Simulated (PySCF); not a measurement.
Several orderings of computed values.

Species are written as SMILES; each is one conformer at its optimised geometry, gas phase, non-relativistic unless stated; the electronic structure was computed with PySCF and density fitting.

Dipoles, sizes and rotational constants follow the conformer. The torsions of the flexible species, by atom-mapped SMILES:
- `[CH3:1][CH2:2][Si@H:3]([CH3:4])/[CH:5]=[C:6](\[C:7]#[N:8])[O:9][CH3:10]`: C1–C2–Si3–C4 174°, C2–Si3–C5–C6 59°, C5–C6–O9–C10 180°
- `[CH3:1][C@@H:2]([O:3][SiH3:4])[C@@H:5]([F:6])[C:7](=[O:8])[OH:9]`: C1–C2–O3–Si4 -93°, C1–C2–C5–F6 72°, C2–C5–C7–O8 117°, H–O9–C7–C5 179°
- `[CH:1]1=[CH:2][Si@@H:3]([NH:4][CH:5]2[CH2:6][CH2:7][CH2:8]2)[O:9][CH2:10]1`: C2–Si3–N4–C5 -82°, Si3–N4–C5–C6 -163°
- `[CH3:1][C@@H:2]([O:3][SiH3:4])[C@H:5]([F:6])[C:7](=[O:8])[OH:9]`: C1–C2–O3–Si4 21°, C1–C2–C5–F6 55°, C2–C5–C7–O8 78°, H–O9–C7–C5 177°
- `[CH3:1][C@@:2]([CH:3]=[O:4])([CH2:5][C:6]#[N:7])[CH2:8][CH2:9][SiH3:10]`: C1–C2–C3–O4 119°, C1–C2–C5–C6 69°, C1–C2–C8–C9 180°, C2–C8–C9–Si10 -173°
- `[CH3:1][SiH2:2][C@@H:3]([CH2:4][C:5]#[N:6])[O:7][CH:8]1[CH2:9][CH2:10]1`: C1–Si2–C3–C4 -59°, Si2–C3–C4–C5 -166°, Si2–C3–O7–C8 167°, C3–O7–C8–C9 172°
- `[CH3:1][O:2][C@@:3]1([O:4][SiH2:5][OH:6])[CH2:7][C@@H:8]1[F:9]`: C1–O2–C3–O4 -67°, O2–C3–O4–Si5 -56°, C3–O4–Si5–O6 -175°, H–O6–Si5–O4 40°

The conformers of `CO[Si@H](O)CO/C=C\F`, `C[SiH2]O[C@@H]1CC[Si@H](O)C1`, `CN[SiH2]OC(=O)/C=C/O[SiH3]` and `CCO[C@@H]1C[Si@@H](O)C[SiH2]1` aren't listed.

(1) Rank by smallest rotational constant, lowest first (GFN2-xTB).
A. `[C@H]([C@@H](C(=O)O)F)(C)O[SiH3]`
B. `CC[Si@H](C)/C=C(\C#N)OC`
C. `C[C@@H](O[SiH3])[C@@H](F)C(=O)O`
D. `C1=C[Si@@H](NC2CCC2)OC1`

(2) Rank by HOMO–LUMO gap, lowest first (PBE0/pcSseg-1 at GFN2-xTB geometries).
A. `CCO[C@@H]1C[Si@@H](O)C[SiH2]1`
B. `C[C@@](C=O)(CC#N)CC[SiH3]`
C. `CO[Si@H](O)CO/C=C\F`
D. `CN[SiH2]OC(=O)/C=C/O[SiH3]`
E. `[C@@H]1(C[Si@H](CC1)O)O[SiH2]C`
F. `C[SiH2][C@@H](CC#N)OC1CC1`

(3) Rank by dipole moment, lowest first (PBE0/pcSseg-1 at GFN2-xTB geometries).
A. `C1=C[Si@@H](NC2CCC2)OC1`
B. `[C@@H]1(F)[C@](O[SiH2]O)(C1)OC`
C. `C[C@@H](O[SiH3])[C@@H](F)C(=O)O`
D. `C[SiH2][C@@H](CC#N)OC1CC1`

(4) Give the two extremes of that set in atomic units.

(5) Rank by HOMO energy, highest first (PBE0/pcSseg-1 at GFN2-xTB geometries).
A. `F[C@@H]([C@@H](C)O[SiH3])C(O)=O`
B. `OC([C@@H]([C@H](O[SiH3])C)F)=O`
C. `C[C@@](C=O)(CC#N)CC[SiH3]`
D. `CCO[C@@H]1C[Si@@H](O)C[SiH2]1`
E. `[Si@H](/C=C(\C#N)OC)(C)CC`
F. `CO[Si@H](O)CO/C=C\F`
G. `CO[C@@]1(O[SiH2]O)C[C@@H]1F`

Results:

(1) D (0.508 GHz), B (0.647 GHz), C (0.770 GHz), A (0.887 GHz).

(2) D (5.71 eV), B (6.74 eV), C (7.59 eV), F (7.79 eV), A (8.13 eV), E (8.26 eV).

(3) A (1.70 D), B (2.20 D), C (2.38 D), D (3.07 D).

(4) `C1=C[Si@@H](NC2CCC2)OC1`: 0.67 au; `C[SiH2][C@@H](CC#N)OC1CC1`: 1.21 au.

(5) F (-6.65 eV), E (-7.13 eV), D (-7.32 eV), G (-7.48 eV), C (-7.90 eV), B (-8.06 eV), A (-8.17 eV).
